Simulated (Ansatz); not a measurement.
Ansatz results at the PBE0-D4/def2-TZVP geometry: LUMO energy (PBE0/def2-TZVPP) 0.08 eV; HOMO energy (PBE0/def2-TZVPP) -7.07 eV; size of the dipole moment (ωB97M-V/def2-TZVPP) 2.00 D.

Each molecule was computed in one conformer, which needn't be the lowest.

Problem. Which molecule gave them?
A. `C=C[O][GeH2][F]`
B. `[CH3][GeH]([F])[CH]=O`
C. `ClC[TeH]`
D. `C[C@H]1[O][Ge@@H]1[F]`

Solution. A. The others give `ClC[TeH]`: -1.10, -6.42, 1.59; `C[C@H]1[O][Ge@@H]1[F]`: -0.98, -7.31, 2.98; `[CH3][GeH]([F])[CH]=O`: -1.75, -7.20, 1.21.
